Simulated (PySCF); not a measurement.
# Structure elucidation problem

An unknown has the formula C2H12N2Si4. Its calculated NMR data are:

1H NMR (600 MHz, computed): δ 4.77 (s, 6H), 3.49 (s, 3H), 0.82 (s, 3H).

13C{1H} NMR (computed): δ 128.4, 3.0.

[PySCF 2.14.0 with density-fitted response routines: PBE0/pcSseg-1 with gauge-including orbitals; GFN2-xTB geometry; relativity neglected; no solvent; averaged over atoms made equivalent by symmetry, fast rotation or ring inversion; one computed conformer]

Scale: 1H (σref 31.72), 13C (σref 186.93) against TMS (reference shieldings calculated alike).

**Question.** Propose a structure and justify it.

**Answer.** 
- The formula gives 2 degrees of unsaturation (no ring in the answer).
- 2 carbon signals for 2 carbons: no two carbons are equivalent.
- Carbon types of the structure: 1 × C, 1 × CH3, leaving 9 H on heteroatoms.
- δC 128.4: nitrile carbon; C≡N carbons fall here, among the sp2 signals but without a proton.
- δC 3.0: methyl carbon bonded to Si; an electropositive neighbour leaves it electron-rich and shielded.
- δH 4.77: hydrogen on a silicon bonded to N.
- δH 3.49: hydrogen on a silicon bonded to Si.
- δH 0.82: hydrogen on a methyl carbon bonded to Si; an electropositive neighbour shields it, as in TMS itself.

The compound is `InChI=1S/C2H12N2Si4/c1-8(7,2-3)4(5)6/h1,5-7H3/t8-/m0/s1`.

The data come from this structure; uniqueness wasn't tested.

Shifts are as computed. Against solution values, carbons near 30 ppm lie about +3 ppm off and those near 130 ppm about +5 ppm. Of 1309 compounds with measured shifts, 239 miss one by over three times the rms of a fit or turn the order of signals round; such compounds aren't used in these exercises. Multiplicities follow the n + 1 count of equivalent neighbours, as no J values were calculated; m marks all less simple cases, F and P coupling included.
